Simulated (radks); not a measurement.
Results of a calculation; reference values are marked as such.
Problem. Level of theory: scalar-relativistic Kohn-Sham, r2SCAN, spin-polarised, spherical densities, finite nucleus; open shells are filled with parallel spins first (spin-orbit coupling, left out, can overturn this in heavy ions); meta-GGA in the generalised Kohn-Sham scheme; Fermi nuclear charge, rms radius of each element as measured or else 0.836 A^(1/3) + 0.57 fm (a radial shooting solver on a logarithmic mesh with Libxc functionals). Each species is in its NIST ground configuration. Rank Pd3+, Cd3+, Nb3+, Rh3+, Ru3+, Ag3+, Zr3+, Mo3+, Tc3+ by Delta-SCF ionisation energy (eV), largest first.

Solution. Cd3+ 53.527, Ag3+ 50.414, Pd3+ 47.183, Ru3+ 46.450, Rh3+ 43.719, Tc3+ 43.500, Mo3+ 40.459, Nb3+ 37.292, Zr3+ 33.882.
